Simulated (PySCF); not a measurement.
Species: [WOF4]- (charge -1 and doublet state).
SMILES: `[O]=[W-]([F])([F])([F])[F]`

Computed with PBE0-D3(BJ)/def2-SVP geometry optimisation, gas phase, def2 core potentials past Kr in PySCF.

Masses are those of the commonest isotopes; rigid-rotor values at the optimised geometry. 

(1) What are A, B and C (MHz)?

(2) What kind of rotor is it?

(3) Is it planar, by Δ = Ic − Ia − Ib?

(4) Where do the R-branch lines fall?

(5) Estimate the classical rotational partition function at 10 K, 25 K and 50 K.

Answers

(1) Ia = 201.02, Ib = 201.11, Ic = 253.09 u·Å²; 505379 MHz·u·Å²/I gives A = 2514, B = 2513, C = 1997 MHz.

(2) An oblate symmetric top, as the point group C4v requires two equal moments; the computed ones differ by 0.05 % because the geometry is symmetric only within the optimiser's tolerance; Ray's κ = 0.996.

(3) Not planar: Δ = Ic − Ia − Ib = -149.04 u·Å². For a rigid frame Δ = −2 Σ m c², so Σ m c² = 74.52 u·Å² lies off the ab plane. The atom farthest from that plane is 1.77 Å away.

(4) The dipole of 0.21 D (about the centre of mass, as the species is charged) lies along the symmetry axis, so ΔK = 0 and J+1 ← J falls at 2B(J+1) for every K: 5.03 GHz, 10.05 GHz, 15.08 GHz, 20.11 GHz, 25.14 GHz for J = 0 to 4.

(5) Point group C4v, symmetry number σ = 4; q = (√π/σ)·√((kT/h)³/(ABC)), k/h = 20836.6 MHz/K: 375 at 10 K, 1480 at 25 K, 4200 at 50 K.

For this open shell read J as N, the rotation without spin; fine and hyperfine splittings come on top. Stationary, but not proved a minimum. ⟨S²⟩ = 0.754 (exact for a doublet: 0.75). The geometry's basis has no diffuse functions, a weakness for an anion. No vibrational averaging or centrifugal distortion is included, and the geometry carries the error of its method.

The run took 63 s on one thread, x86-64 server, on a shared host. These figures are those of the optimisation.

For an open-shell metal species like this, the optimisation's SCF solution wasn't tested for stability and no frequencies at its level were run, so a lower state or another shape may exist.
